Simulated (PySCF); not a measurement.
**MS2- across the fifth-period p block**

Level: PBE0, basis family def2-TZVPD, scalar-relativistic core potentials from Rb on and no relativity for lighter atoms.

Each entry is the lowest minimum that a search over a few typed start shapes (and spin states, where more than one is plausible) found, or that minimum re-optimised at the stated level; isomers with ligand–ligand bonds, or fragments after loss of a ligand pair, can lie lower. Open shells are unrestricted; no spin–orbit coupling; PySCF with density fitting.

```csv
molecule,2S+1,point group,mean bond to the central atom (Å),lowest ω (cm⁻¹),dipole (D),gap (eV),distinct angles (°)
InS₂⁻,1,D∞h,2.242,108,0.00,4.49,180
SbS₂⁻,1,C2v,2.281,154,4.03,3.23,112
IS₂⁻,1,C2v,2.335,129,4.37,3.27,115
```

The bond lengthens at every step; the largest change, 0.054 Å, falls between SbS₂⁻ and IS₂⁻ among the members listed.

The shape changes along the series: D∞h for InS₂⁻; C2v for SbS₂⁻ and IS₂⁻.

Left out of the table are members whose search was unfinished or whose lowest solution was spin-contaminated, unstable, very soft or bonded differently.
